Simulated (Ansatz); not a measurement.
A structure relaxed at B3LYP-D4/def2-TZVP in Ansatz, charge 0, singlet:

Cartesian coordinates in Å:
```
Ag 0.834 -1.258 -0.857
Ag 0.358 0.798 1.499
Sn -1.192 0.459 -0.642
```

Give its formula and point group.

Ag₂Sn. Point group C2v (tolerance 0.1 Å).

Summarise the bond lengths by kind (pairs closer than 1.2 times the sum of covalent radii, bridged metal pairs left out).

2 × Ag–Sn 2.66 Å; 1 × Ag–Ag 3.16 Å.

In the def2 sets Ag, Sn take a core potential; there is no spin–orbit coupling. The restricted singlet is unstable towards broken spin symmetry in Hartree–Fock (as tested in another run); at B3LYP-D4/def2-TZVP this wasn't settled. The relaxation made no stability test and no search for a lower SCF solution. No other spin state of charge 0 was run. The structure comes from a short search, and lower isomers may exist.
